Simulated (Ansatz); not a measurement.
Input for Ansatz (a program for electronic structure): U-BHLYP/def2-TZVPP on SiAs, 2S+1 = 2, a spin state set in the input, which need not be the lowest, a point of a bond scan (R = 2.181 Å).

Ansatz 0.2 input:
```yaml
crystal:
  periodic: [false, false, false]
  atoms:
    - {symbol: Si, position_ang: [0.00000000, 0.00000000, 0.00000000]}
    - {symbol: As, position_ang: [0.00000000, 0.00000000, 2.18112100]}
basis:
  gaussian:
    orbitals: def2-TZVPP
    pivot_positions_ang: [[0.00000000, 0.00000000, 0.00000000], [0.00000000, 0.00000000, 2.18112100]]
hamiltonian:
  xc: {name: BHLYP}
magnetization: {spin_polarized: true, initial_magnetization: 1}
output: {forces: true, orbitals: {seedname: ./end}}
```

The head of its log:

```
WARN ansatz: RAYON_NUM_THREADS=2 ignored (pool sized by the plan → 2); use --threads N
Functional definition: BHLYP
integrals: 0.03 GiB planned
612 factors; integrals over basis functions are off by at most 3.0e-4 eV
mean field: 0.41 GiB planned
mean field evaluation 1: about -68715.1261 eV, gradient 1.1e1 eV
mean field evaluation 2: about -68712.6306 eV, gradient 2.1e1 eV
```

**Question.** What total energy does the run end on?

**Answer.** -2525.2902 hartree.
